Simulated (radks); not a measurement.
Initial-state core-level shifts of neutral tin when its valence configuration changes from [Kr] 4d10 5s2 5p2. Calculated with a radial shooting solver on a logarithmic mesh with Libxc functionals: Dirac Kohn-Sham, PBE, spin-unpolarised, spherical densities, finite nucleus; open shells fill j = l - 1/2 first; Fermi nuclear charge, rms radius 4.6519 fm. Shifts are changes of the shell-averaged eigenvalues in eV (positive: less bound); the change of the density at the nucleus, which sets a Mossbauer isomer shift, is in e/bohr^3, on a base of 1.911e+05.

4d10 5s1 5p3: 3s -1.636; 3d -1.632; 4s -1.642; 4p -1.637; density at nucleus -36.35
4d9 5s2 5p3: 3s -7.879; 3d -7.937; 4s -6.935; 4p -6.659; density at nucleus +19.49
4d10 5p4: 3s -3.165; 3d -3.157; 4s -3.176; 4p -3.165; density at nucleus -75.89
4d9.5 5p4.5: 3s -6.961; 3d -6.982; 4s -6.513; 4p -6.362; density at nucleus -72.10
4d9.5 5s2 5p2.5: 3s -3.916; 3d -3.943; 4s -3.472; 4p -3.338; density at nucleus +9.63
4d10 5s1.5 5p2.5: 3s -0.834; 3d -0.832; 4s -0.837; 4p -0.834; density at nucleus -17.75
4d9 5s1 5p4: 3s -9.389; 3d -9.444; 4s -8.436; 4p -8.150; density at nucleus -22.83
4d8 5s1.5 5p4.5: 3s -16.681; 3d -16.810; 4s -14.557; 4p -13.972; density at nucleus +16.21
4d8 5s2 5p4: 3s -15.963; 3d -16.093; 4s -13.851; 4p -13.271; density at nucleus +39.93
